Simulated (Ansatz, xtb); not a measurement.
**Isomers of C2H5FGe in order of energy**

3 gas-phase structures of C2H5FGe, from a drawn sample of its isomers (lower ones may exist). Each was relaxed with GFN2-xTB:

A. `F/C=[CH]\[GeH3]`, a singlet
B. `F/C=[CH]/[GeH3]`, a singlet
C. `C=[C](F)[GeH3]`, a singlet

Question: Estimate their order in r2SCAN-D4/def2-SVP energy at these geometries, lowest first.

Answer: Calculated order at r2SCAN-D4/def2-SVP: A (0.0), B (0.2), C (2.4) kcal/mol. Less than 1 kcal/mol parts A and B, so the order within that pair means little.

Energies above the lowest of each column, in kcal/mol; the last columns are at PBE0-D3(BJ)/def2-SVP geometries:

```
structure  GFN2-xTB  HF/STO-3G  r2SCAN-D4/def2-SVP  PBE0-D3(BJ)/def2-SVP  CCSD(T)/def2-SVP + ΔMP2/def2-TZVPP
        A       0.0        0.8                 0.0                   0.0                                 0.0
        B       0.6        0.0                 0.2                   0.4                                 0.0
        C       0.8        2.6                 2.4                   3.1                                 2.6
```

CCSD(T)/def2-SVP + ΔMP2/def2-TZVPP has A and B within 1 kcal/mol of each other at the bottom, and every level picks one of them. CCSD(T)/def2-SVP + ΔMP2/def2-TZVPP orders those it was run on as B (0.0), A (0.0), C (2.6) kcal/mol. Less than 1 kcal/mol parts B and A, so the order within that pair means little. ΔMP2 is the change of the MP2 energy from the smaller to the larger basis.

Programs: Ansatz 0.2.0, xtb 6.7.1.
